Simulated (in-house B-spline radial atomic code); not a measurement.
**BSE on G0W0@HF excitations of Cr⁶⁺**

Method: BSE on G0W0@HF. Computed with a B-spline radial code for spherical atoms: linear response of the closed shell [Ne] 3s2 3p6 with a statically screened interaction on G0W0 levels; non-relativistic, point nucleus, no spin-orbit coupling, no double excitations, S, P, D and F terms only. Only terms of natural parity with L up to 3 were computed.

Command:
```bash
python run_td.py task.json out
```
Settings (radii: box in bohr, nucleus in fm):
```
Z                        24
electrons                18
configuration            [Ne] 3s2 3p6
hamiltonian              nr
method                   bse
box_radius               14.35
intervals                52
```

Cost of the run: 1.2 s on 1 thread of Intel(R) Xeon(R) Platinum 8488C (Sapphire Rapids), on a shared host.

The lowest states, in the order of their Tamm-Dancoff energies; the method's threshold (minus the highest G0W0 level) is 160.91 eV. Labels give the largest channel, * marks a mixed state, and oscillator strengths are full-response dipole values. Energies in eV:

```tsv
state	full response	Tamm-Dancoff	oscillator strength
3p → 3d 3P	?	?	-
3p → 3d 3F	43.57	43.82	-
3p → 3d 1F	47.70	47.72	-
3p → 3d 1P	60.52	63.44	3.46
3s → 3d 3D	75.08	75.14	-
3s → 3d 1D	80.22	80.37	-
3p → 4s 3P	83.85	83.87	-
3p → 4s 1P	?	?	?
3p → 4p 3S	91.48	91.52	-
3p → 4p 3D	93.06	93.08	-
3p → 4p 1D	93.79	93.79	-
3p → 4p 1S	97.32	97.60	-
3p → 4d 3P	107.59	107.60	-
3p → 4d 3F	108.14	108.15	-
3p → 4d 1F	108.53	108.54	-
3p → 4d 1P	109.19	109.34	0.183
```

Q: Where does 3p → 4s 1P lie?

A: At 84.95 eV in full response, 85.00 eV in Tamm-Dancoff, oscillator strength 0.303.

Q: Where does 3p → 3d 3P lie?

A: At 42.22 eV in full response, 42.34 eV in Tamm-Dancoff.

Q: How large is the singlet-triplet splitting of 3p → 3d (F terms) in Tamm-Dancoff?

A: 3.9 eV, from the unrounded values.

Q: What polarisabilities and dispersion coefficient does the method give?

A: Dipole 0.8128 bohr³, quadrupole 0.6992 bohr⁵, C6 1.244 hartree·bohr⁶ for two such species.
